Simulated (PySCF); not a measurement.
Ti(NH2)3(Me) (CH₉N₃Ti), SMILES [Ti]([NH2])([NH2])([CH3])[NH2], multiplicity 1.

Geometry: PBE0-D3(BJ)/def2-SVP. The multiplicity is an assumed one; other spin states were not compared. One conformer was computed; it need not be the lowest.

Vertical ionisation energy (IE) and electron affinity (EA) in eV. Rows of orbital energies are one-electron estimates. Where ΔSCF, EOM or ADC give a negative EA the extra electron is unbound and the value depends on the basis.

```json
[
 {"level": "−ε(HOMO), −ε(LUMO), ωB97X/def2-TZVP (PySCF)", "IE": "9.41", "EA": "-1.57"},
 {"level": "−ε(HOMO), −ε(LUMO), PBE/def2-TZVP (PySCF)", "IE": "5.53", "EA": "1.75"}
]
```
